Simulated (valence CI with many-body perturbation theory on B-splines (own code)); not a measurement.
**Level structure of La⁵²⁺**

Calculated by valence CI with perturbative core correlation (CI+MBPT): three valence electrons over a frozen Dirac-Fock core [He], radial functions for each j: 11 s, 11 p, 9 d, 7 f, 5 g, 2 h, 1 i, with the one-electron correlation potential Σ1, the two-electron term Σ2, the three-electron term Σ3, Breit, model QED; selected CI, second order for the rest (own B-spline code, finite nucleus).

The last digits are not significant, and no measured levels were compared; by estimate large intervals hold to a few tenths of a per cent, small ones and those within an open d or f shell to about a per cent.

Levels 46 to 90 of 102, with energies above the lowest level, (2s^2 2p1/2) J=1/2. "Leading %" is the weight of the configuration and term that name the level; weights of strongly mixed levels are sums over their largest components and can fall short. In the jj column 3d3/2^4 stands for four electrons in 3d with j = 3/2. Lifetimes count E1, E2, E3, M1 and M2 decay at the calculated energies, and are blank where another channel may lead or the interval is too uncertain; long ones can be off by a factor of two.

```
No.  Configuration  Term    J  E (eV)  Leading %  Lifetime   Second component                 Leading jj
 46       2s 2p 3p    4P  3/2  6491.9         47   18.4 fs   25 % 2s 2p 3p 4S     2s 2p3/2 3p1/2 (100 %)
 47       2s 2p 3p    2D  5/2  6494.5         43   7.43 fs   36 % 2s 2p 3p 4D      2s 2p3/2 3p1/2 (99 %)
 48       2s 2p 3s   2P°  1/2  6498.0         91   8.77 fs   8 % 2s 2p 3s 4P°         2s 2p3/2 3s (99 %)
 49       2s 2p 3s   2P°  3/2  6501.9         84   18.2 fs  15 % 2s 2p 3s 4P°         2s 2p3/2 3s (98 %)
 50       2s 2p 3p    2P  1/2  6558.7         52   8.04 fs   22 % 2s 2p 3p 2S      2s 2p3/2 3p1/2 (98 %)
 51       2s 2p 3p    2D  3/2  6560.2         62   10.5 fs   22 % 2s 2p 3p 2P      2s 2p3/2 3p1/2 (98 %)
 52       2s 2p 3p    2P  3/2  6609.4         28   9.79 fs     26 % 2p2 3s 4P      2s 2p3/2 3p3/2 (60 %)
 53       2s 2p 3p    4D  7/2  6611.3        100   1.31 ps                        2s 2p3/2 3p3/2 (100 %)
 54         2p2 3s    2P  1/2  6617.2         40   7.12 fs   20 % 2s 2p 3p 2S      2p1/2 2p3/2 3s (58 %)
 55         2p2 3s    2D  5/2  6622.0         28   8.84 fs   25 % 2s 2p 3p 4P      2s 2p3/2 3p3/2 (56 %)
 56         2p2 3s    4P  3/2  6627.0         62   14.4 fs   15 % 2s 2p 3p 2P      2p1/2 2p3/2 3s (71 %)
 57         2p2 3s    2D  3/2  6646.3         53   11.4 fs     32 % 2p2 3s 2P      2p1/2 2p3/2 3s (85 %)
 58         2p2 3s    2D  5/2  6647.0         32   16.8 fs   28 % 2s 2p 3p 4P      2p1/2 2p3/2 3s (51 %)
 59         2p2 3s    2P  1/2  6650.0         26   5.09 fs   26 % 2s 2p 3p 2S      2s 2p3/2 3p3/2 (58 %)
 60       2s 2p 3d   4P°  1/2  6659.2         32   1.63 fs    30 % 2p2 3p 4P°   2p1/2 2p3/2 3p1/2 (62 %)
 61       2s 2p 3d   4D°  3/2  6661.1         24   1.39 fs  24 % 2s 2p 3d 4P°      2s 2p3/2 3d3/2 (58 %)
 62       2s 2p 3d   4D°  5/2  6662.7         41   1.52 fs  20 % 2s 2p 3d 4F°      2s 2p3/2 3d3/2 (88 %)
 63       2s 2p 3d   4F°  7/2  6670.5         48   2.05 fs  27 % 2s 2p 3d 4D°      2s 2p3/2 3d3/2 (88 %)
 64       2s 2p 3d   4P°  1/2  6679.6         53   7.12 fs    17 % 2p2 3p 4P°      2s 2p3/2 3d3/2 (61 %)
 65         2p2 3p   4D°  3/2  6680.4         32   7.44 fs  20 % 2s 2p 3d 4P°   2p1/2 2p3/2 3p1/2 (58 %)
 66         2p2 3p   2F°  5/2  6686.0         42   5.27 fs    27 % 2p2 3p 2D°   2p1/2 2p3/2 3p1/2 (87 %)
 67       2s 2p 3p    2D  5/2  6687.4         71   9.70 fs   13 % 2s 2p 3p 4D      2s 2p3/2 3p3/2 (93 %)
 68       2s 2p 3d   4F°  9/2  6688.9        100   46.0 ps                        2s 2p3/2 3d5/2 (100 %)
 69       2s 2p 3p    2P  3/2  6699.8         58   10.2 fs   27 % 2s 2p 3p 2D      2s 2p3/2 3p3/2 (95 %)
 70       2s 2p 3p    2S  1/2  6701.8         62    200 fs   21 % 2s 2p 3p 2P      2s 2p3/2 3p3/2 (98 %)
 71       2s 2p 3d   2D°  5/2  6707.7         44   2.23 fs  32 % 2s 2p 3d 4P°      2s 2p3/2 3d5/2 (99 %)
 72       2s 2p 3d   2D°  3/2  6710.2         45   2.71 fs  26 % 2s 2p 3d 4P°      2s 2p3/2 3d5/2 (74 %)
 73         2p2 3p   2P°  3/2  6714.9         39   4.69 fs    24 % 2p2 3p 2D°   2p1/2 2p3/2 3p1/2 (94 %)
 74       2s 2p 3d   2F°  7/2  6716.9         61   1.29 fs  37 % 2s 2p 3d 4D°      2s 2p3/2 3d5/2 (87 %)
 75       2s 2p 3d   2P°  1/2  6730.5         71   1.51 fs  20 % 2s 2p 3d 4D°      2s 2p3/2 3d5/2 (86 %)
 76       2s 2p 3d   2F°  5/2  6738.6         68   2.08 fs  14 % 2s 2p 3d 2D°      2s 2p3/2 3d3/2 (96 %)
 77       2s 2p 3d   2D°  3/2  6743.0         61   1.54 fs  33 % 2s 2p 3d 2P°      2s 2p3/2 3d3/2 (78 %)
 78       2s 2p 3d   2P°  1/2  6746.8         91   2.03 fs   8 % 2s 2p 3d 4D°      2s 2p3/2 3d3/2 (88 %)
 79       2s 2p 3d   2F°  7/2  6765.4         76   5.15 fs  11 % 2s 2p 3d 4D°      2s 2p3/2 3d5/2 (97 %)
 80       2s 2p 3d   2D°  5/2  6778.6         64   1.29 fs  23 % 2s 2p 3d 2F°      2s 2p3/2 3d5/2 (96 %)
 81       2s 2p 3d   2P°  3/2  6781.1         76   1.85 fs   8 % 2s 2p 3d 4D°      2s 2p3/2 3d5/2 (98 %)
 82         2p2 3p   4D°  5/2  6803.4         52   6.11 fs    34 % 2p2 3p 4P°   2p1/2 2p3/2 3p3/2 (98 %)
 83         2p2 3p   2P°  1/2  6807.8         35   6.09 fs    33 % 2p2 3p 4P°   2p1/2 2p3/2 3p3/2 (99 %)
 84         2p2 3p   2D°  3/2  6813.4         52   5.96 fs    23 % 2p2 3p 4P°   2p1/2 2p3/2 3p3/2 (98 %)
 85         2p2 3p   2F°  7/2  6820.2         61   7.05 fs    36 % 2p2 3p 4D°   2p1/2 2p3/2 3p3/2 (97 %)
 86         2p2 3p   2P°  3/2  6830.9         36   5.99 fs    30 % 2p2 3p 4S°   2p1/2 2p3/2 3p3/2 (99 %)
 87         2p2 3p   2D°  5/2  6840.3         62   5.97 fs    17 % 2p2 3p 2F°   2p1/2 2p3/2 3p3/2 (98 %)
 88         2p2 3d    4F  3/2  6846.9         43   6.16 fs     28 % 2p2 3d 2P   2p1/2 2p3/2 3d3/2 (99 %)
 89         2p2 3d    4F  5/2  6848.2         54   16.5 fs     39 % 2p2 3d 2F   2p1/2 2p3/2 3d3/2 (98 %)
 90         2p2 3d    4D  1/2  6850.9         80   11.8 fs     14 % 2p2 3d 2P  2p1/2 2p3/2 3d3/2 (100 %)
```
